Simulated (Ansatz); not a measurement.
Ideal-gas functions of CH2BClFN, SMILES `C=NB(F)Cl` at 298.15 K and 1 bar, from an Ansatz frequency run at PBE0-D4/def2-TZVP.

Molar mass 93.3 g/mol, point group C1 (symmetry number 1), electronic degeneracy 1, moments of inertia 81.835, 177.159, 252.669 u Å². Harmonic wavenumbers (cm⁻¹, unscaled): 116, 140, 326, 389, 555, 568, 663, 1118, 1137, 1203, 1350, 1549, 1929, 3025, 3105.

Use S(trans) = R[1.5 ln M + 2.5 ln T − 1.1517]; rotational temperatures θ = 24.2544 K / I; S(rot) = R[ln(√π/σ · √(T³/θAθBθC)) + 1.5]; for each mode x = 1.438777 ν̃/T, S = R[x/(eˣ − 1) − ln(1 − e⁻ˣ)] and H = RT x/(eˣ − 1); 1 cm⁻¹ = 0.0119627 kJ/mol; R = 8.31446 J/(mol·K).

Task: By hand: the entropy, in J/(mol·K).

Result: Translation 165.4. Rotation: θ = 0.2964, 0.1369, 0.096 K, giving 111.4. Vibration, mode by mode: 13.25, 11.73, 5.35, 4.20, 2.23, 2.13, 1.48, 0.24, 0.22, 0.17, 0.09, 0.04, 0.01, 0.00, 0.00, in all 41.1. Electronic 0.0. Sum 317.9 J/(mol·K).

Task: By hand: H − E and G − E in kJ/mol, counted from the electronic energy.

Result: Zero-point energy ½ × 17173 × 0.0119627 = 102.7; thermal vibration 6.9; translation, rotation and pV give 4 RT = 9.9. H − E = 119.5 kJ/mol, and G − E = 119.5 − 298.15 × 317.9/1000 = 24.7 kJ/mol.

Vibration gives 13 % of the entropy, 25.0 J/(mol·K) of it from the modes under 150 cm⁻¹: soft modes count most, and the harmonic formula is weakest for them. The sum counts one conformer and one mirror image; others add a mixing term.
